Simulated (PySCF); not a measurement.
How methods differ on the excitation energy of Tl(2+)

Tl(2+) [Xe] 4f14 5d10 6s1 (2S) → Tl(2+) [Xe] 4f14 5d9 6s1 6p1 (high-spin determinant), as a difference of total energies. Computed with PySCF 2.14 in ANO-RCC-VTZP (8s7p5d3f2g, 93 functions), with scalar relativity by spin-free X2C-1e. Correlated levels: valence and next inner shell: [Kr] 4d10 4f14 frozen. The calculations carry no spin-orbit coupling.

```json
{"method": "UHF", "excitation energy (eV)": "16.092"}
{"method": "LDA", "excitation energy (eV)": "17.367"}
{"method": "PBE", "excitation energy (eV)": "17.134"}
{"method": "PBE0", "excitation energy (eV)": "17.103"}
{"method": "r2SCAN", "excitation energy (eV)": "17.020"}
{"method": "MP2 (valence and next inner shell)", "excitation energy (eV)": "17.382"}
{"method": "SCS-MP2 (valence and next inner shell)", "excitation energy (eV)": "17.324"}
```

How much does correlation contribute at MP2 (valence and next inner shell)?

17.382 − (16.092) = 1.290 eV, measured against UHF.

A first-order spin-orbit estimate (lowest level to lowest level, LS coupling) adds -0.337 eV.

The basis was made for the ground configuration and has no added diffuse functions, so the excitation energy can come out too high.

The determinant of the upper state mixes LS terms, which raises its energy above the lowest term, most at the Hartree-Fock and MP2 levels.
